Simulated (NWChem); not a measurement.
System: C₃H₄BrF; SMILES C/C(Br)=C\F

NWChem input:

```
start job
memory heap 200 mb stack 900 mb global 1100 mb
geometry units angstroms noautosym nocenter noautoz
  C     -1.697131    -0.879757     0.000000
  C     -0.245194    -0.532706     0.000000
  Br     0.200802     1.321383     0.000000
  C      0.773973    -1.412927     0.000000
  F      0.545773    -2.739887     0.000000
  H     -2.207161    -0.463734     0.893338
  H     -1.817511    -1.980209     0.000000
  H     -2.207161    -0.463734    -0.893338
  H      1.842243    -1.146685     0.000000
end
basis spherical
  * library 6-31g*
end
dft
  xc pbe0
  iterations 150
end
property
  efieldgrad
end
task dft property
```

Structure relaxed at the PBE-D3(BJ)/def2-SVP level.

Vzz is the largest principal value of the second derivative of the potential at the nucleus (NWChem prints the opposite sign); η is the asymmetry. Non-relativistic.

Atoms are numbered as in the input.

**Question.** What results follow from this input? (PBE0/6-31G* (spherical d).) Quantities: Vzz Br3 (a.u.); η Br3.

**Answer.** 
| Quantity | Result |
|---|---|
| Vzz Br3 (a.u.) | 6.939 |
| η Br3 | 0.01 |
